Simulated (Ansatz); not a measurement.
Isolated molecules relaxed with PBE0-D4/def2-TZVP in Ansatz; ΔE leaves out vibrations. CBS: MP2 limit from def2 TZ/QZ plus the TZ coupled-cluster correction, frozen cores. This one scheme is used for every species. Functionals use def2-TZVPP. B3LYP here is the variant with VWN-RPA as its local correlation; programs differ in this. Elements past krypton have def2 core potentials. For Sn outer-core shells are correlated without core-valence functions, which leaves a few kJ/mol of doubt a bond. One conformer a species, not always the lowest.

`N=C(O)[CH2][SnH3]` + CH₃SH → `CS[CH2][SnH3]` + `N=CO`  (substitution at a C–C bond)

`N=C(O)[CH2][SnH3]`:

Z-matrix (Å, degrees):
```
C
Sn 1 2.168
C 1 1.481 2 110.8
H 1 1.092 2 106.1 3 119.9
H 1 1.088 2 108.9 3 -122.5
H 2 1.709 1 107.8 3 159.7
H 2 1.704 1 108.6 3 40.6
H 2 1.703 1 110.0 3 -80.7
O 3 1.350 1 111.5 2 68.0
N 3 1.266 1 129.5 2 -110.2
H 9 0.967 3 105.9 1 -179.0
H 10 1.014 3 111.5 1 -2.3
```

CH₃SH:

Cartesian coordinates in Å:
```
C 0.050 -0.465 -0.151
S 0.620 1.106 0.534
H -0.713 -0.922 0.478
H 0.921 -1.120 -0.171
H -0.320 -0.347 -1.168
H -0.557 1.748 0.478
```

`CS[CH2][SnH3]`:

Cartesian coordinates in Å:
```
C -1.939 1.178 -0.844
S -0.903 0.705 0.547
C 0.340 -0.281 -0.278
Sn 1.771 -1.010 1.160
H -2.750 1.790 -0.446
H -2.365 0.300 -1.332
H -1.375 1.768 -1.570
H 0.882 0.310 -1.021
H -0.108 -1.146 -0.774
H 2.537 0.307 1.925
H 0.980 -1.982 2.314
H 2.930 -1.941 0.318
```

`N=CO`:

Z-matrix (Å, degrees):
```
C
O 1 1.336
N 1 1.258 2 122.1
H 1 1.092 2 110.5 3 -180.0
H 2 0.968 1 106.6 3 -0.0
H 3 1.014 1 111.3 2 180.0
```

| level | ΔE (kJ/mol) | difference from CCSD(T)/CBS |
| --- | --- | --- |
| PBE-D4 | 29.3 | -1.4 |
| r2SCAN-D4 | 33.9 | 3.2 |
| PBE0-D4 | 32.4 | 1.7 |
| B3LYP-D4 | 32.2 | 1.5 |
| ωB97X-V | 33.1 | 2.4 |
| ωB97M-V | 33.0 | 2.3 |
| B2PLYP | 31.2 | 0.5 |
| PBE | 29.0 | -1.7 |
| r2SCAN | 33.7 | 3.0 |
| PBE0 | 32.0 | 1.3 |
| B3LYP | 31.8 | 1.1 |
| HF/def2-TZVPP | 37.0 | 6.3 |
| MP2/def2-TZVPP | 31.2 | 0.5 |
| SCS-MP2/def2-TZVPP | 31.2 | 0.5 |
| CCSD/def2-TZVPP | 35.3 | 4.6 |
| CCSD(T)/def2-TZVPP | 34.0 | 3.3 |
| HF/def2-QZVPP | 36.4 | 5.7 |
| MP2/def2-QZVPP | 29.1 | -1.6 |
| SCS-MP2/def2-QZVPP | 29.2 | -1.5 |
| HF/CBS(def2) | 36.3 | 5.6 |
| MP2/CBS(def2) | 27.9 | -2.8 |
| CCSD/CBS(def2) | 32.0 | 1.3 |
| CCSD(T)/CBS | 30.7 | 0 |

Largest T1 diagnostic among the species: 0.014.

From PBE to PBE0 (25 % exact exchange), in def2-TZVPP and without D4, ΔE moves by +3.1 kJ/mol.
